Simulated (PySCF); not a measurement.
The free ion Fe3+ in its d5 configuration.

Method (PySCF 2.14, density fitting): CASSCF(5,5) with orbitals averaged over all microstates of the shell, strongly contracted NEVPT2 on the averaged canonical orbitals; basis x2c-TZVPall; spin-free X2C; gas phase; spin-orbit coupling by state interaction with the mean-field operator over all roots.

(1) Which term lies lowest, and with what spin?

(2) Which is the lowest state of another spin?

(3) What magnetic behaviour follows?

The job took 6 s on one thread of Arm Neoverse V1 (shared host), with 48 basis functions, launched as `OMP_NUM_THREADS=1 python lf_run.py task.json out`.

Results:

(1) 6S (S = 5/2, orbital degeneracy 1), by NEVPT2.

(2) 4G at 34672 cm⁻¹ by NEVPT2; CASSCF alone puts it at 37069 cm⁻¹ above the same ground state.

(3) The lowest spin-orbit level is 6-fold with J = 5/2; the next lies at 34639.1 cm⁻¹. μeff is 5.92 μB at 300 K and 5.92 μB at 10 K; the spin-only value is 5.92 μB.
